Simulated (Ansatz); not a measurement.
One change: `[Br][AlH][Br]` becomes `[F][AlH][Br]`.

Ansatz, PBE0-D4/def2-TZVP geometries, multiplicity 1. 

Scalar relativity is left out up to krypton. Spin–orbit coupling is left out; it splits and shifts lone-pair levels of the heavy atoms by tenths of an eV.

```csv
property,`[Br][AlH][Br]`
size of the dipole moment (B3LYP/def2-TZVPP) / D,0.88
HOMO–LUMO gap (PBE0/def2-TZVPP) / eV,7.00
HOMO energy (ωB97M-V/def2-TZVPP) / eV,-10.85
LUMO energy (B3LYP/def2-TZVPP) / eV,-1.83
LUMO energy (PBE0/def2-TZVPP) / eV,-1.65
HOMO–LUMO gap (ωB97M-V/def2-TZVPP) / eV,10.87
```

What does the change do to each property? (An estimate is asked.)

Computed: 
```csv
property,`[F][AlH][Br]`,shift
size of the dipole moment (B3LYP/def2-TZVPP) / D,1.17,0.29
HOMO–LUMO gap (PBE0/def2-TZVPP) / eV,7.60,0.60
HOMO energy (ωB97M-V/def2-TZVPP) / eV,-11.10,-0.25
LUMO energy (B3LYP/def2-TZVPP) / eV,-1.51,0.32
LUMO energy (PBE0/def2-TZVPP) / eV,-1.29,0.36
HOMO–LUMO gap (ωB97M-V/def2-TZVPP) / eV,11.44,0.57
```

With PBE0 the HOMO falls by 0.22 eV and the LUMO rises by 0.36 eV, so the gap widens by about 0.58 eV. PBE moves the HOMO by -0.21 eV and ωB97M-V by -0.25 eV. Dipoles are sizes alone; their direction can turn.

B3LYP here is the variant with VWN-RPA as its local correlation; programs differ in this.
